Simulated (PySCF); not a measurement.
C3H9FOSi, SMILES C([SiH2]O)(C)(C)F.

Coordinates come from a r2SCAN-D4/def2-SVP optimisation. The structure was generated by enumeration, and PubChem lists no compound with its InChIKey, so it may never have been made. One conformer was computed; it need not be the lowest.

Calculation: r2SCAN-D4/def2-SVP (PySCF).

Frequencies are harmonic and unscaled.

Computed vibrational spectrum:
```json
[
 {"mode": "1", "ν (cm⁻¹)": "75", "IR (km/mol)": "5.2", "moving atoms (share of kinetic energy)": "O 41 %, H 23 %, Si 13 %, C 12 %, F 11 %"},
 {"mode": "2", "ν (cm⁻¹)": "141", "IR (km/mol)": "6.4", "moving atoms (share of kinetic energy)": "O 39 %, H 22 %, C 19 %, F 17 %"},
 {"mode": "3", "ν (cm⁻¹)": "202", "IR (km/mol)": "3.5", "moving atoms (share of kinetic energy)": "H 48 %, C 25 %, F 17 %"},
 {"mode": "4", "ν (cm⁻¹)": "223", "IR (km/mol)": "2.0", "moving atoms (share of kinetic energy)": "H 83 %, C 10 %"},
 {"mode": "5", "ν (cm⁻¹)": "260", "IR (km/mol)": "7.7", "moving atoms (share of kinetic energy)": "H 61 %, C 16 %, O 10 %"},
 {"mode": "6", "ν (cm⁻¹)": "282", "IR (km/mol)": "3.0", "moving atoms (share of kinetic energy)": "H 66 %, C 15 %, F 14 %"},
 {"mode": "7", "ν (cm⁻¹)": "336", "IR (km/mol)": "24.6", "moving atoms (share of kinetic energy)": "H 48 %, Si 24 %, C 17 %, F 8 %"},
 {"mode": "8", "ν (cm⁻¹)": "360", "IR (km/mol)": "5.6", "moving atoms (share of kinetic energy)": "H 38 %, C 33 %, F 24 %"},
 {"mode": "9", "ν (cm⁻¹)": "387", "IR (km/mol)": "94.6", "moving atoms (share of kinetic energy)": "H 50 %, F 18 %, C 12 %, Si 11 %, O 8 %"},
 {"mode": "10", "ν (cm⁻¹)": "432", "IR (km/mol)": "22.6", "moving atoms (share of kinetic energy)": "C 39 %, H 27 %, F 20 %, Si 8 %"},
 {"mode": "11", "ν (cm⁻¹)": "597", "IR (km/mol)": "27.8", "moving atoms (share of kinetic energy)": "H 45 %, C 28 %, Si 15 %, F 11 %"},
 {"mode": "12", "ν (cm⁻¹)": "632", "IR (km/mol)": "30.9", "moving atoms (share of kinetic energy)": "H 55 %, C 24 %, Si 18 %"},
 {"mode": "13", "ν (cm⁻¹)": "715", "IR (km/mol)": "23.6", "moving atoms (share of kinetic energy)": "H 94 %"},
 {"mode": "14", "ν (cm⁻¹)": "820", "IR (km/mol)": "39.0", "moving atoms (share of kinetic energy)": "H 42 %, C 28 %, F 27 %"},
 {"mode": "15", "ν (cm⁻¹)": "833", "IR (km/mol)": "55.9", "moving atoms (share of kinetic energy)": "O 41 %, H 35 %, Si 9 %, F 8 %"},
 {"mode": "16", "ν (cm⁻¹)": "905", "IR (km/mol)": "142.6", "moving atoms (share of kinetic energy)": "H 46 %, Si 27 %, O 20 %"},
 {"mode": "17", "ν (cm⁻¹)": "919", "IR (km/mol)": "191.7", "moving atoms (share of kinetic energy)": "H 75 %, C 15 %"},
 {"mode": "18", "ν (cm⁻¹)": "926", "IR (km/mol)": "13.8", "moving atoms (share of kinetic energy)": "H 67 %, C 31 %"},
 {"mode": "19", "ν (cm⁻¹)": "944", "IR (km/mol)": "80.4", "moving atoms (share of kinetic energy)": "H 51 %, C 41 %"},
 {"mode": "20", "ν (cm⁻¹)": "968", "IR (km/mol)": "91.2", "moving atoms (share of kinetic energy)": "H 87 %, Si 10 %"},
 {"mode": "21", "ν (cm⁻¹)": "995", "IR (km/mol)": "10.7", "moving atoms (share of kinetic energy)": "H 77 %, C 22 %"},
 {"mode": "22", "ν (cm⁻¹)": "1133", "IR (km/mol)": "24.7", "moving atoms (share of kinetic energy)": "C 55 %, H 43 %"},
 {"mode": "23", "ν (cm⁻¹)": "1213", "IR (km/mol)": "3.9", "moving atoms (share of kinetic energy)": "C 72 %, H 27 %"},
 {"mode": "24", "ν (cm⁻¹)": "1227", "IR (km/mol)": "1.8", "moving atoms (share of kinetic energy)": "C 64 %, H 34 %"},
 {"mode": "25", "ν (cm⁻¹)": "1371", "IR (km/mol)": "13.3", "moving atoms (share of kinetic energy)": "H 70 %, C 30 %"},
 {"mode": "26", "ν (cm⁻¹)": "1382", "IR (km/mol)": "11.9", "moving atoms (share of kinetic energy)": "H 78 %, C 22 %"},
 {"mode": "27", "ν (cm⁻¹)": "1438", "IR (km/mol)": "4.2", "moving atoms (share of kinetic energy)": "H 96 %"},
 {"mode": "28", "ν (cm⁻¹)": "1453", "IR (km/mol)": "0.7", "moving atoms (share of kinetic energy)": "H 96 %"},
 {"mode": "29", "ν (cm⁻¹)": "1459", "IR (km/mol)": "4.9", "moving atoms (share of kinetic energy)": "H 95 %"},
 {"mode": "30", "ν (cm⁻¹)": "1478", "IR (km/mol)": "10.8", "moving atoms (share of kinetic energy)": "H 96 %"},
 {"mode": "31", "ν (cm⁻¹)": "2207", "IR (km/mol)": "147.1", "moving atoms (share of kinetic energy)": "H 97 %"},
 {"mode": "32", "ν (cm⁻¹)": "2243", "IR (km/mol)": "119.1", "moving atoms (share of kinetic energy)": "H 97 %"},
 {"mode": "33", "ν (cm⁻¹)": "3024", "IR (km/mol)": "15.7", "moving atoms (share of kinetic energy)": "H 97 %"},
 {"mode": "34", "ν (cm⁻¹)": "3027", "IR (km/mol)": "17.9", "moving atoms (share of kinetic energy)": "H 97 %"},
 {"mode": "35", "ν (cm⁻¹)": "3121", "IR (km/mol)": "6.6", "moving atoms (share of kinetic energy)": "H 91 %, C 9 %"},
 {"mode": "36", "ν (cm⁻¹)": "3126", "IR (km/mol)": "20.0", "moving atoms (share of kinetic energy)": "H 91 %, C 9 %"},
 {"mode": "37", "ν (cm⁻¹)": "3139", "IR (km/mol)": "8.0", "moving atoms (share of kinetic energy)": "H 91 %, C 9 %"},
 {"mode": "38", "ν (cm⁻¹)": "3140", "IR (km/mol)": "11.8", "moving atoms (share of kinetic energy)": "H 91 %, C 9 %"},
 {"mode": "39", "ν (cm⁻¹)": "3836", "IR (km/mol)": "86.6", "moving atoms (share of kinetic energy)": "H 94 %"}
]
```
